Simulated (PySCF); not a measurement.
I³⁺ (iodine, charge +3) across methods

[Kr] 4d10 5s2 5p2, high-spin 3P determinant. Computed with PySCF 2.14 in aug-cc-pwCVTZ-PP with ECP28MDF, with a scalar-relativistic core potential. The B2PLYP total includes its PT2 part (frozen core); its orbital energies are those of the SCF part.

```
   method  E (hartree)  mean ε 5s α (eV)  mean ε 5s β (eV)  mean ε 5p α (eV)  Σ⟨r²⟩ (bohr²)   ⟨S²⟩
CAM-B3LYP    -293.4905           -50.821           -48.309           -37.790          33.12  2.002
   B2PLYP    -293.2321           -50.945           -47.454           -37.622          33.20  2.003
    HSE06    -293.5027           -48.736           -46.237           -36.001          33.09  2.002
     PBE0    -293.5060           -49.205           -46.542           -36.459          33.07  2.002
   r2SCAN    -293.6069           -47.964           -45.480           -35.538          33.01  2.003
     TPSS    -293.3856           -47.384           -45.259           -35.156          33.07  2.002
      PBE    -293.4854           -47.267           -45.473           -35.040          33.06  2.001
      UHF   -292.56587           -54.000           -48.404           -39.877          33.37  2.007
      LDA    -293.0520           -47.563           -46.028           -35.138          33.05  2.001
```

Energies and moments cover only the electrons outside the core potential.
